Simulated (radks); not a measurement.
Problem. The table gives one normalised radial function P(r) = r R(r) of Te22+ in [Ar] 3d10 4s2 (r in bohr). Method: non-relativistic Kohn-Sham, LDA (Slater exchange, Perdew-Wang correlation), spin-unpolarised, spherical densities, point nucleus; relativity is left out, which matters for an element this heavy; computed with a radial shooting solver on a logarithmic mesh with Libxc functionals.

| r | P |
|---|---|
| 0.003701 | 0.0425 |
| 0.004743 | 0.0679 |
| 0.006078 | 0.1077 |
| 0.007726 | 0.1669 |
| 0.009901 | 0.2591 |
| 0.01259 | 0.3909 |
| 0.01613 | 0.5864 |
| 0.02067 | 0.8581 |
| 0.02628 | 1.2038 |
| 0.03367 | 1.6424 |
| 0.0428 | 2.1155 |
| 0.05485 | 2.5832 |
| 0.07029 | 2.9150 |
| 0.08936 | 2.9822 |
| 0.1145 | 2.7038 |
| 0.1456 | 2.1241 |
| 0.1865 | 1.3706 |
| 0.239 | 0.6965 |
| 0.3039 | 0.2726 |
| 0.3894 | 0.0718 |
| 0.495 | 0.0127 |
| 0.6344 | 0.0012 |
| 0.8129 | 0.0001 |
| 1.033 | 0.0000 |
| 1.324 | 0.0000 |
| 1.684 | 0.0000 |
| 2.157 | 0.0000 |

Which n and l does it have? It may be an empty orbital.

Solution. n = 2, l = 1: the number of nodes gives n - l - 1 = 0, the rise at small r (about r^(l+1)) gives l, and the extent must fit the shell. The curve is that of 2p. 2p: eigenvalue -4921.3 eV, 0 radial nodes, <r> = 0.107 bohr, 90 % of the charge inside 0.174 bohr.
